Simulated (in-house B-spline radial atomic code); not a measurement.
The iron ion Fe⁺ is squeezed into an impenetrable sphere of radius R (the orbitals vanish at R). No spin polarisation. Level of theory: non-relativistic Hartree-Fock, average of configuration, point nucleus; calculated with an all-electron radial atomic-structure program (B-spline basis).

Energies in eV above the free ion in [Ar] 3d6 4s1:

```json
{"R (bohr)": "7.88", "highest level (eV)": "-14.8", "[Ar] 3d6 4s1": "0.01798", "[Ne] 3s2 3p5 3d6 4s1 4f1": "78.29", "[Ne] 3s2 3p5 3d7 4s1": "57.18", "-dE/dV in [Ar] 3d6 4s1 (GPa)": "0.038"}
{"R (bohr)": "5.91", "highest level (eV)": "-14.5", "[Ar] 3d6 4s1": "0.3117", "[Ne] 3s2 3p5 3d6 4s1 4f1": "82.83", "[Ne] 3s2 3p5 3d7 4s1": "57.46", "-dE/dV in [Ar] 3d6 4s1 (GPa)": "1.06"}
{"R (bohr)": "5.07", "highest level (eV)": "-13.9", "[Ar] 3d6 4s1": "0.978", "[Ne] 3s2 3p5 3d6 4s1 4f1": "87.2", "[Ne] 3s2 3p5 3d7 4s1": "58.11", "-dE/dV in [Ar] 3d6 4s1 (GPa)": "4.43"}
{"R (bohr)": "4.11", "highest level (eV)": "-11.5", "[Ar] 3d6 4s1": "3.643", "[Ne] 3s2 3p5 3d6 4s1 4f1": "97.39", "[Ne] 3s2 3p5 3d7 4s1": "60.76", "-dE/dV in [Ar] 3d6 4s1 (GPa)": "26.1"}
{"R (bohr)": "3.9", "highest level (eV)": "-10.4", "[Ar] 3d6 4s1": "4.909", "[Ne] 3s2 3p5 3d6 4s1 4f1": "101.1", "[Ne] 3s2 3p5 3d7 4s1": "62.03", "-dE/dV in [Ar] 3d6 4s1 (GPa)": "39.9"}
{"R (bohr)": "3.15", "highest level (eV)": "-2.11", "[Ar] 3d6 4s1": "15.26", "[Ne] 3s2 3p5 3d6 4s1 4f1": "124.3", "[Ne] 3s2 3p5 3d7 4s1": "72.57", "-dE/dV in [Ar] 3d6 4s1 (GPa)": "213"}
{"R (bohr)": "2.52", "highest level (eV)": "18.8", "[Ar] 3d6 4s1": "45.65", "[Ne] 3s2 3p5 3d6 4s1 4f1": "174.5", "[Ne] 3s2 3p5 3d7 4s1": "103.9", "-dE/dV in [Ar] 3d6 4s1 (GPa)": "1170"}
{"R (bohr)": "2.02", "highest level (eV)": "66.2", "[Ar] 3d6 4s1": "129.4", "[Ne] 3s2 3p5 3d6 4s1 4f1": "287", "[Ne] 3s2 3p5 3d7 4s1": "190.2", "-dE/dV in [Ar] 3d6 4s1 (GPa)": "6270"}
{"R (bohr)": "1.86", "highest level (eV)": "95.6", "[Ar] 3d6 4s1": "189.3", "[Ne] 3s2 3p5 3d6 4s1 4f1": "360.5", "[Ne] 3s2 3p5 3d7 4s1": "251.6", "-dE/dV in [Ar] 3d6 4s1 (GPa)": "11600"}
{"R (bohr)": "1.28", "highest level (eV)": "385", "[Ar] 3d6 4s1": "962.5", "[Ne] 3s2 3p5 3d6 4s1 4f1": "1221", "[Ne] 3s2 3p5 3d7 4s1": "1030", "-dE/dV in [Ar] 3d6 4s1 (GPa)": "161000"}
```

Question: Does [Ne] 3s2 3p5 3d6 4s1 4f1 fall below [Ar] 3d6 4s1 under compression?

Answer: No, it stays above over the whole range.

Question: Does [Ne] 3s2 3p5 3d7 4s1 fall below [Ar] 3d6 4s1 under compression?

Answer: No, it stays above over the whole range.

The highest level is first positive in the row R = 2.52 bohr, pushed up by confinement above the zero of the free ion's potential. Each configuration is held fixed and needn't be the lowest in the sphere.
